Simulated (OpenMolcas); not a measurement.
# Pd3+ in a point-charge field

Pd3+ among 4 point charges of -2.5 e arranged as a tetrahedron (Td), 2.37 Å from the ion.

```
Program             : OpenMolcas
Method              : CASSCF
Basis               : ANO-RCC-VDZP [6s5p3d1f]
Scalar Hamiltonian  : DKH2, point nucleus
Active space        : 7 electrons in 5 orbitals (4d)
State averaging     : 2S+1 = 4 even, 10 roots; 2S+1 = 2 even, 40 roots
Spin-orbit coupling : state interaction with AMFI integrals over the reference wave functions
```

The lowest spin-free states (labels of Td), above the lowest:

```csv
State,Degeneracy,E (cm-1),Free-ion L (%)
4A2,1,0.0,F (100)
4T2,3,1701,F (100)
4T1,3,3021,F (100)
4T1,3,16900,P (100)
2E,2,17243,G (92)
2T1,3,17395,G (93)
2A1,1,17578,G (100)
2T2,3,18065,G (99)
2T1,3,21936,H (61)
2T2,3,22349,H (91)
2E,2,23170,H (82)
2T1,3,23293,H (53)
2T1,3,23522,H (81)
2T2,3,25003,D (90)
2E,2,25596,D (81)
2A2,1,37238,F (100)
2T2,3,37527,F (100)
2T1,3,37817,F (100)
2E,2,58295,D (100)
2T2,3,58417,D (100)
```

The lowest levels with spin-orbit coupling:

```tsv
E (cm-1)	Degeneracy	Label	2S+1	g
0.0	4	Γ8	4	
1230	4	Γ8	4	
1650	2	Γ6	4	4.08 4.08 4.08
3869	4	Γ8	4	
3942	2	Γ7	4	3.98 3.98 3.98
3952	2	Γ6	4	2.10 2.10 2.10
5648	4	Γ8	4	
6445	2	Γ7	4	1.99 1.99 1.99
7314	4	Γ8	4	
17488	4	Γ8	4 (69 %)	
17574	2	Γ6	2	3.78 3.78 3.78
17638	4	Γ8	4 (56 %)	
17782	2	Γ7	4	2.64 2.64 2.64
17842	4	Γ8	2 (55 %)	
18711	4	Γ8	2	
19653	2	Γ6	4 (88 %)	2.44 2.44 2.44
20722	4	Γ8	2	
20890	2	Γ6	2	1.84 1.84 1.84
21311	2	Γ7	2	2.55 2.55 2.55
23307	4	Γ8	2
```

Powder χT (cm3 K/mol): 4.08 at 2 K, 4.09 at 10 K, 4.15 at 50 K, 4.21 at 100 K, 4.35 at 200 K, 4.48 at 300 K. The effective moment at 300 K is 2.828 √(χT) = 5.99 μB.

The lowest level has 2S+1 = 4, for which the spin-only value is χT = S(S+1) / 2 = 1.875 cm3 K/mol (g = 2). The computed 4.483 at 300 K differs by +2.608, through orbital momentum, spin-orbit coupling and any other state in reach.

Spin-orbit coupling mixes the spin-free states strongly: the lowest level takes only 60 % from its leading state, 4A2. Without dynamic correlation the repulsion within the d shell is too large (B by tens of per cent), so at a given field states of lower spin stand too high. The ground term spreads over less than 5000 cm-1, several times less than with real ligands, so orbital moments are less quenched and χT lies further from the spin-only value than at real sites. This is an electrostatic model: the charges have no orbitals. No measured value stands beside these numbers.
